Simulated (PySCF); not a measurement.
Two species compared at the same levels of theory.

First species: InMe2I, C2H6IIn.
Z-matrix (Å and degrees, PBE0-D3(BJ)/def2-SVP geometry), rows numbered from 1:
```
In
C   1  2.1525
H   2  1.1001  1  109.93
H   2  1.0999  1  110.29  3  -119.51
H   2  1.0977  1  109.08  3   120.02
C   1  2.1529  2  135.36  3    63.35
H   6  1.0977  1  109.57  2  -176.21
H   6  1.1002  1  109.72  2    63.65
H   6  1.1000  1  110.15  2   -55.53
I   1  2.7183  2  111.57  3  -116.75
```

Second species: C₆H₈.
Bonds: C1–C2 (double), C2–C3, C3–C4, C4–C5, C5–C6 (double), C2–C5. Hydrogens: H7, H8 on C1; H9, H10 on C3; H11, H12 on C4; H13, H14 on C6.

Levels: PBE0/def2-SVPD for dipole moment, HOMO energy, LUMO energy, HOMO–LUMO gap and static isotropic polarisability; TDDFT PBE0/def2-SVPD for lowest singlet excitation; TDA PBE0/def2-SVPD for lowest triplet excitation (Tamm–Dancoff); ΔSCF PBE0/def2-SVPD for vertical ionisation energy; PBE0-D3(BJ)/def2-SVP for rotational constant A and rotational constant C. Geometries: PBE0-D3(BJ)/def2-SVP. Each structure is a single optimised conformer of the isolated species (atoms past krypton carry core potentials, spin–orbit coupling is left out); the electronic structure was computed with PySCF and density fitting.

Values for the first species:

| Item | Value |
| --- | --- |
| Dipole moment | 3.59 D |
| HOMO energy | -6.95 eV |
| LUMO energy | -1.41 eV |
| HOMO–LUMO gap | 5.54 eV |
| Lowest singlet excitation | 4.33 eV |
| Lowest triplet excitation (Tamm–Dancoff) | 4.23 eV |
| Static isotropic polarisability | 102.6 au |
| Vertical ionisation energy | 8.87 eV |
| Rotational constant A | 3.835 GHz |
| Rotational constant C | 0.707 GHz |

(1) Estimate the same properties for the second species, and the change in each.

Answers

(1) 
| property | first | second | second less first |
| --- | --- | --- | --- |
| dipole moment | 3.59 D | 0.50 D | -3.09 D |
| HOMO energy | -6.95 eV | -6.56 eV | +0.39 eV |
| LUMO energy | -1.41 eV | -1.12 eV | +0.29 eV |
| HOMO–LUMO gap | 5.54 eV | 5.44 eV | -0.10 eV |
| lowest singlet excitation | 4.33 eV | 5.13 eV | +0.80 eV |
| lowest triplet excitation (Tamm–Dancoff) | 4.23 eV | 2.83 eV | -1.40 eV |
| static isotropic polarisability | 102.6 au | 74.1 au | -28.5 au |
| vertical ionisation energy | 8.87 eV | 8.44 eV | -0.43 eV |
| rotational constant A | 3.835 GHz | 4.956 GHz | +1.121 GHz |
| rotational constant C | 0.707 GHz | 2.309 GHz | +1.602 GHz |

On the first: The vertical singlet–triplet gap S1 − T1 is 0.10 eV (TDDFT singlet less Tamm–Dancoff triplet; S1: HOMO→LUMO, weight 0.99; T1: HOMO→LUMO, weight 0.98). The ΔSCF ionisation energy exceeds −ε(HOMO) by 1.92 eV with PBE0. Atoms past krypton carry effective core potentials; spin–orbit coupling is left out.

On the second: The vertical singlet–triplet gap S1 − T1 is 2.30 eV (TDDFT singlet less Tamm–Dancoff triplet; S1: HOMO→LUMO, weight 0.98; T1: HOMO→LUMO, weight 0.95). In wavenumbers S1 is 41400 cm⁻¹ (1 eV = 8065.54 cm⁻¹).
